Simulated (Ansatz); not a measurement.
Input (CCSDT(Q)/cc-pVDZ; Ansatz, an electronic-structure program):

Ansatz 0.2 input:
```yaml
crystal:
  periodic: [false, false, false]
  atoms:
    - {symbol: Se, position_ang: [0.00000000, 0.00000000, 0.00000000]}
basis:
  gaussian:
    orbitals: cc-pVDZ
magnetization: {spin_polarized: true, initial_magnetization: 2}
correlation: {method: ccsdt_q, electrons: outside_noble_gas}
scf: {lower_state_search: full}
```

Output:

```
Functional definition: HF
integrals: 0.01 GiB planned
243 factors; integrals over basis functions are off by at most 4.8e-8 eV
mean field: 0.07 GiB planned
mean field evaluation 1: about -65301.6506 eV, gradient 4.0e0 eV
mean field evaluation 2: about -65301.6514 eV, gradient 4.0e0 eV
mean field evaluation 4: about -65301.8052 eV, gradient 3.3e-1 eV
mean field evaluation 8: about -65301.8066 eV, gradient 5.9e-4 eV
mean field evaluation 16: about -65301.8066 eV, gradient 2.1e-2 eV
mean field evaluation 32: about -65301.3327 eV, gradient 6.8e0 eV
mean field evaluation 64: about -65301.8027 eV, gradient 4.6e-1 eV
mean field evaluation 96: about -65301.8066 eV, gradient 2.4e-2 eV
mean field -65301.80661098 eV, -2399.7971297993 hartree, gradient 3.3e-6 eV, S^2 2.006391; 6 other end points of the search recorded, 0 dependent functions left out
14 core orbitals not correlated
reference -65301.80661098 eV, -2399.7971297993 hartree; 4, 2 occupied and 9, 11 virtual orbitals, 243 factors
second order -1.94278693 eV of doubles, -0.00000000 eV of singles
coupled cluster: 0.06 GiB planned
cycle   1  -2.27396558 eV  change   -3.3e-1 eV  update   3.9e-2
cycle   2  -2.39095943 eV  change   -1.2e-1 eV  update   1.3e-2
cycle   3  -2.39917674 eV  change   -8.2e-3 eV  update   2.5e-3
cycle   4  -2.39900439 eV  change    1.7e-4 eV  update   5.5e-4
cycle   5  -2.39908379 eV  change   -7.9e-5 eV  update   1.4e-4
cycle   6  -2.39913599 eV  change   -5.2e-5 eV  update   3.9e-5
cycle   7  -2.39912243 eV  change    1.4e-5 eV  update   9.3e-6
cycle   8  -2.39912073 eV  change    1.7e-6 eV  update   2.3e-6
cycle   9  -2.39912065 eV  change    7.5e-8 eV  update   6.1e-7
perturbative correction -0.00231008 eV, -0.0000848940 hartree
Total energy: -65304.20804172 eV, -2399.8853807512 hartree
```
